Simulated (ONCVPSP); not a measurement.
**Pseudopotential generation for Be: ONCV, PBE, scalar-relativistic.**

ONCVPSP 4.0.1 input, shortened (lines: element, Z, core and valence counts, functional; n l f; lmax; l rc ep ncon nbas qcut; lloc lpopt rc5 dvloc0; l nproj debl; icmod fcfact rcfact), PBE, scalar-relativistic:

```
  Be 4.00    1    1        4      upf
    1    0    2.00
    2    0    1.50
    2
    0    2.00    0.00    4    7    3.20
    1    1.70    0.02    5    9    5.60
    2    1.75    0.21    4    8    5.00
    4    2    1.50    6.00
    0    1    2.80
    1    3    0.40
    2    1    3.30
    3    4.50    1.35
```

In the p channel the program set the typed energies aside and used 0.050, 0.450, 0.850 Ha.

Calculated quality:

```json
{
 "Cutoffs needed": "5.4 Ha and 24 Ha (the cutoffs (Ha) at which the residual kinetic energy of the hardest occupied pseudo-wave falls to 1 and 0.1 mHa per electron) The cutoffs count occupied waves only; projector 3 of the p channel, the hardest unoccupied one, needs 13 Ha at the loose tolerance.",
 "Ghost test": "no bound ghost flagged; GHOST(+) flagged for p at 114.6 eV",
 "Configuration tests": "1 of 4 tests not solved or not reliable",
 "rms error of d²Exc/dni dnj": "2.80 mHa without and 1.81 mHa with the model core"
}
```

Generation and tests took about 3.5 s on one core of a shared server CPU.
